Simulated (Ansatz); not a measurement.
Ansatz (a program for electronic structure) input (wB97X-V/def2-TZVPD):

Ansatz 0.2 input:
```yaml
crystal:
  periodic: [false, false, false]
  atoms:
    - {symbol: B, position_ang: [-0.00551567, 0.00557876, 0.01667771]}
    - {symbol: F, position_ang: [0.39974645, -0.40582178, -1.20472090]}
    - {symbol: O, position_ang: [-1.29701981, -0.11951926, 0.39340679]}
    - {symbol: C, position_ang: [-2.30006484, -0.68237970, -0.44361651]}
    - {symbol: O, position_ang: [0.87219930, 0.55059177, 0.88739849]}
    - {symbol: C, position_ang: [2.25138416, 0.73195264, 0.58991967]}
    - {symbol: H, position_ang: [-2.70854797, -1.56763013, 0.04530901]}
    - {symbol: H, position_ang: [-1.90529527, -0.96005582, -1.42134197]}
    - {symbol: H, position_ang: [-3.09786452, 0.05002810, -0.57074251]}
    - {symbol: H, position_ang: [2.47922401, 1.79832669, 0.61536791]}
    - {symbol: H, position_ang: [2.51242458, 0.33073055, -0.38976298]}
    - {symbol: H, position_ang: [2.84056778, 0.22708517, 1.35600892]}
basis:
  gaussian:
    orbitals: def2-TZVPD
hamiltonian:
  xc: {name: wB97X-V}
total_charge: 1
magnetization: {spin_polarized: true, initial_magnetization: 1}
```

End of the output:

```
integrals: 0.31 GiB planned
1384 factors; their error is unknown
integrals: 0.36 GiB planned
527 factors; integrals over basis functions are off by at most 9.3e-6 eV
0.45 GiB of the device are held for the grids
1.87 GiB of device memory are held for the factors and their scratch space
mean field: 2.53 GiB planned
mean field evaluation 1: about -9643.8634 eV, gradient 5.3e1 eV
mean field evaluation 2: about -9644.7554 eV, gradient 5.4e1 eV
mean field evaluation 4: about -9653.1820 eV, gradient 2.8e0 eV
mean field evaluation 8: about -9653.2630 eV, gradient 2.1e-1 eV
mean field evaluation 16: about -9653.2488 eV, gradient 4.4e-3 eV
mean field evaluation 32: about -9653.1308 eV, gradient 1.9e0 eV
mean field -9653.24875845 eV, -354.7503486658 hartree, gradient 6.2e-5 eV, S^2 0.770195; 6 other end points of the search recorded, 0 dependent functions left out
reference -9653.24875595 eV, -354.7503485741 hartree; 24, 23 occupied and 261, 262 virtual orbitals, 1384 factors
Total energy: -9653.24875595 eV, -354.7503485741 hartree
```

This state (charge 1, doublet) is run at the relaxed geometry of the species with charge 0 and multiplicity 1.
